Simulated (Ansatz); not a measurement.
Compare A (`C[SiH](F)[SiH2]Cl`) with its isomer B (`F[SiH](Cl)C[SiH3]`).

Program: Ansatz. Geometries: PBE0-D4/def2-TZVP. ΔE: electronic, gas phase. CCSD(T)/CBS adds triple-zeta CCSD(T) − MP2 to the extrapolated MP2 energy (def2 sets, frozen cores). DFT in def2-TZVPP. B3LYP here is the variant with VWN-RPA as its local correlation; programs differ in this. Each species was taken in one conformer, which may not be the lowest.

Question: Which is lower in electronic energy at CCSD(T)/CBS, and by how much? (Best estimate.)

Answer: Computed: B, by 29.8 kJ/mol.

Question: Give E(B) − E(A) in kJ/mol with CCSD(T)/def2-TZVPP, ωB97M-V, CCSD/def2-TZVPP, B3LYP-D4, r2SCAN-D4, PBE0-D4, MP2/def2-TZVPP. (Best estimate.)

Answer: Computed: CCSD(T)/def2-TZVPP -32.2, ωB97M-V -34.0, CCSD/def2-TZVPP -32.0, B3LYP-D4 -23.8, r2SCAN-D4 -26.6, PBE0-D4 -20.7, MP2/def2-TZVPP -38.0. None reverses the order clearly.

Largest T1 diagnostic: 0.011.

From PBE to PBE0 (25 % exact exchange), in def2-TZVPP and without D4, E(B) − E(A) moves by −4.8 kJ/mol.
